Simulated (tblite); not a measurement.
Compound: C₅H₃F₂P.
SMILES with atom numbers: `[F:1][c:2]1[cH:3][cH:4][cH:5][c:6]([F:7])[p:8]1` (hydrogens: H9 on C3; H10 on C4; H11 on C5)

Computed values, GFN2-xTB/tblite, gas phase, harmonic and unscaled. Against measured fundamentals such values can be off by several per cent, at times by over 20.

Harmonic wavenumbers (cm⁻¹): 132.4, 217.4, 296.0, 358.1, 366.1, 367.1, 464.5, 482.1, 559.9, 685.2, 708.3, 794.9, 803.5, 890.7, 913.7, 1075.5, 1092.1, 1169.7, 1197.1, 1226.0, 1321.4, 1386.6, 1508.4, 1557.9, 3083.9, 3086.4, 3105.1.

A = 3055, B = 1534, C = 1021 MHz; mass 131.994 u (most abundant isotopes); point group C2v, symmetry number 2.

**Question.** What is the zero-point energy?

**Answer.** Half the sum of the wavenumbers: 14425 cm⁻¹ = 41.24 kcal/mol.

**Question.** Entropy at 400 K, 1 bar (ideal gas, RRHO, classical rotation)?

**Answer.** Translation 42.03, rotation 28.10, vibration 19.88: S = 90.0 cal/(mol K).

**Question.** And Cp and H(400 K) − H(0)?

**Answer.** Cp = 33.66 cal/(mol K), of which vibrations give 25.71 (their classical limit is 27 R = 53.7); H(400 K) − H(0) = 7.98 kcal/mol without the zero-point energy, 4.80 from vibrations.

**Question.** Which modes carry the vibrational entropy at 400 K?

**Answer.** 132.4 cm⁻¹: 3.48; 217.4 cm⁻¹: 2.53; 296.0 cm⁻¹: 1.95; 358.1 cm⁻¹: 1.62; 366.1 cm⁻¹: 1.58; 367.1 cm⁻¹: 1.57 cal/(mol K); the other 21 give 7.15 together.

**Question.** How do the functions run with temperature in this model?

**Answer.** 
```json
{"T (K)": "150", "S (cal/(mol K))": "66.5", "Cp (cal/(mol K))": "16.1", "H − H(0) (kcal/mol)": "1.62", "G − H(0) (kcal/mol)": "-8.35", "ln q(vib)": "0.65"}
{"T (K)": "250", "S (cal/(mol K))": "76.6", "Cp (cal/(mol K))": "23.9", "H − H(0) (kcal/mol)": "3.63", "G − H(0) (kcal/mol)": "-15.51", "ln q(vib)": "1.81"}
{"T (K)": "298.15", "S (cal/(mol K))": "81.1", "Cp (cal/(mol K))": "27.3", "H − H(0) (kcal/mol)": "4.86", "G − H(0) (kcal/mol)": "-19.31", "ln q(vib)": "2.47"}
{"T (K)": "600", "S (cal/(mol K))": "105.4", "Cp (cal/(mol K))": "42.4", "H − H(0) (kcal/mol)": "15.65", "G − H(0) (kcal/mol)": "-47.62", "ln q(vib)": "7.02"}
{"T (K)": "900", "S (cal/(mol K))": "124.1", "Cp (cal/(mol K))": "49.5", "H − H(0) (kcal/mol)": "29.55", "G − H(0) (kcal/mol)": "-82.17", "ln q(vib)": "11.41"}
```

q(vib) and H(0) count from the zero-point level.

Hindered rotation and anharmonicity are outside this model.
